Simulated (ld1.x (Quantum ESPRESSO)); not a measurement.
**What one change does to a pseudopotential (tantalum (Ta), TM)**

Ta, norm-conserving Troullier–Martins (Kleinman–Bylander form), made with ld1.x (Quantum ESPRESSO) 7.5 (Wu–Cohen, scalar-relativistic). Core [Kr] 4d10 4f14, reference 5s2 5p6 5d2 6s0 6p0 (charge +3). Waves: 5p (bound): rc 1.85 bohr; 5d (bound): rc 2.15 bohr; 5s (bound): rc 1.95 bohr. Local part: the s channel. Core correction: Bessel-smoothed model core, default radius (core density twice the valence density).

Change: all radii but the core radius scaled by about 0.91 (s 1.78, p 1.68, d 1.96 bohr).

Cutoffs: the cutoffs (Ry, on a coarse ladder) from which the occupation-weighted sum of valence levels, in a spherical-Bessel basis at the reference potential, stays within 10 and 1 mRy of its value at 400 Ry; they do not see the model core or the augmentation charge, which bear on the density cutoff. Errors are all-electron minus pseudo energies relative to the spin-unpolarised reference configuration.

What does the change do?

The potential gets harder (40 Ry and 55 Ry → 50 Ry and 80 Ry); of the 7 tests that both files solve, the error grows in 0 and shrinks in 4 by more than 15 % and 0.3 meV (median size 2377.2 → 1581.4 meV); neither file shows a bound ghost at the reference potential, the only one tested. A smaller radius makes the pseudo-wave follow the all-electron one further in, where it bends more sharply, so more plane waves are needed. Less of the atom is replaced, so other configurations are described better.

```tsv
quantity	base	changed
cutoff, loose	40 Ry	50 Ry
cutoff, tight	55 Ry	80 Ry
loose cutoff by channel (10 mRy a level)	p 18 Ry, d 25 Ry, s 25 Ry	p 35 Ry, d 25 Ry, s 30 Ry
bound ghosts	none	none
error for 5s2 5p6 5d3 6s2 6p0, meV [ΔE -47.09 eV]	+5046	+3428
error for 5s2 5p6 5d3 6s1 6p0, meV [ΔE -38.57 eV]	+3095	+2117
error for 5s2 5p6 5d3 6s0 6p0, meV [ΔE -23.61 eV]	-17	-15
error for 5s2 5p6 5d4 6s0 6p0, meV [ΔE -37.16 eV]	-46	-42
error for 5s2 5p6 5d1 6s0 6p0, meV [ΔE 35.04 eV]	-45	-42
error for 5s2 5p6 5d4 6s1 6p0, meV [ΔE -44.98 eV]	+2377	+1581
error for 5s2 5p6 5d3.5 6s1.5 6p0, meV [ΔE -46.10 eV]	+3675	+2472
```

Base: These tests converged, but a pseudo level misses the all-electron one widely, so the file describes the atom poorly there or has found another state: 5s2 5p6 5d3 6s2 6p0: 6s by 1.6 eV; 5s2 5p6 5d3 6s1 6p0: 6s by 2.4 eV; 5s2 5p6 5d3 6s0 6p0: empty 6s by 3.9 eV; 5s2 5p6 5d4 6s0 6p0: empty 6s by 3.0 eV; 5s2 5p6 5d1 6s0 6p0: empty 6s by 6.5 eV; 5s2 5p6 5d4 6s1 6p0: 6s by 2.0 eV; 5s2 5p6 5d3.5 6s1.5 6p0: 6s by 1.8 eV. Changed file: These tests converged, but a pseudo level misses the all-electron one widely, so the file describes the atom poorly there or has found another state: 5s2 5p6 5d3 6s0 6p0: empty 6s by 2.7 eV; 5s2 5p6 5d4 6s0 6p0: empty 6s by 2.0 eV; 5s2 5p6 5d1 6s0 6p0: empty 6s by 4.7 eV; 5s2 5p6 5d4 6s1 6p0: 6s by 1.3 eV; 5s2 5p6 5d3.5 6s1.5 6p0: 6s by 1.2 eV.
